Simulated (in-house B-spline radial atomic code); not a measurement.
A calculation on Sb IV (Sb3+): its settings, and results tabulated from the run. Level of theory: scalar-relativistic (X2C) PBE, spherical fractional occupations, Fermi nucleus of rms radius 4.6802 fm, inside a hard spherical wall at 2.88 bohr; calculated with a B-spline radial code for spherical atoms.

Command:
```bash
python run_scf.py task.json out
```
Settings (nuclear radius in fm, mass in u):
```
Z                51
configuration    [Kr] 4d9 5s2 5f1
hamiltonian      x2c
method           pbe,pbe
spin_polarised   False
nucleus          fermi
rms_radius       4.6802
atomic_mass      120.90381
speed_of_light   137.035999084
wall_radius      2.88
```

Output (hartree, bohr):
```
 radial grid: 60 intervals, B-splines of order 8, outer radius 2.88 bohr

 iter        energy (Eh)    residual
    1       -6468.656710    4.50e-01
    2       -6470.966954    3.06e-01
    3       -6473.684454    4.37e-02
    4       -6473.747820    6.55e-03
    5       -6473.748955    4.01e-03
    6       -6473.749332    1.47e-03
    7       -6473.749388    5.75e-05
    8       -6473.749388    1.05e-06
    9       -6473.749388    7.91e-08

 total energy                     -6473.74939
 kinetic                            6842.0691
 electron-nucleus                 -15685.0068
 Hartree                            2540.0643
 exchange-correlation               -170.8760

 orbital      occ     eigenvalue          <r>       <r^2>       <1/r>       r_max
 1s         2.000     -1112.6393    0.0278321  0.00105922     56.8876     0.01764
 2s         2.000      -170.2337      0.12211   0.0176452      12.916      0.1036
 2p         6.000      -153.0447     0.106831    0.013948     11.9754     0.08274
 3s         2.000       -34.1988     0.330266    0.124839     4.53356      0.3001
 3p         6.000       -28.5824     0.328425    0.125248     4.23229      0.2934
 3d        10.000       -19.9660     0.305364    0.110584      3.9787      0.2442
 4s         2.000        -6.4914     0.790898    0.707406     1.78118      0.7234
 4p         6.000        -4.7689     0.851173    0.826376     1.60667      0.7628
 4d         9.000        -2.2478      1.00477     1.17309     1.31378      0.8458
 5s         2.000        -1.1167      1.65746     2.99208    0.793593       1.686
 5f         1.000         1.9145      1.51377     2.83341    0.926221       2.162
```

Cost of the run: 0.1 s on 1 thread of Arm Neoverse V1, on a shared host.

One-electron X2C: radii and densities carry no picture-change correction, so inner-shell <1/r> comes out high (for 1s by about 2 % at Z = 33, 5 % at 54, 10 % at 75, 30 % at 118) and <r> low.
